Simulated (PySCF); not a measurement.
## C₆ coefficients of unlike pairs at PBE

Calculated with PySCF 2.14 from the dipole response of each species, C₆(A,B) = (3/π) ∫ α_A(iu) α_B(iu) du, in atomic units, from isotropic polarisabilities. For ions this is the dispersion term alone; charge-induced terms of lower order in 1/R come first.

```json
{"species": "Fe²⁺", "configuration": "[Ar] 3d6 (5D)", "basis": "aug-cc-pVTZ-DK (8s7p5d3f2g)", "relativity": "spin-free X2C", "α (bohr³)": "4.070", "C₆ (like pair)": "11.91"}
{"species": "Se³⁺", "configuration": "[Ar] 3d10 4s2 4p1 (2P)", "basis": "def2-QZVPPD (12s8p5d4f1g)", "relativity": "none", "α (bohr³)": "6.747", "C₆ (like pair)": "23.96"}
{"species": "Xe", "configuration": "[Xe] (1S)", "basis": "dyall-av2z (22s16p12d)", "relativity": "none", "α (bohr³)": "26.61", "C₆ (like pair)": "281.2"}
{"species": "Pd", "configuration": "[Kr] 4d10 (1S)", "basis": "aug-cc-pVTZ-DK (9s8p6d3f2g)", "relativity": "spin-free X2C", "α (bohr³)": "26.55", "C₆ (like pair)": "173.9"}
```

**Question.** Estimate C₆ for Pd with Fe²⁺.

**Answer.** The integral gives 42.91. The combination rule 2 C_A C_B / (C_A α_B/α_A + C_B α_A/α_B) gives 39.71 and the geometric mean 45.52.

No spin-orbit coupling is included.

The other pairs:

```
      pair     C₆
Se³⁺, Fe²⁺  16.53
  Pd, Se³⁺  63.10
    Pd, Xe  217.6
  Xe, Fe²⁺  53.99
  Xe, Se³⁺  80.92
```
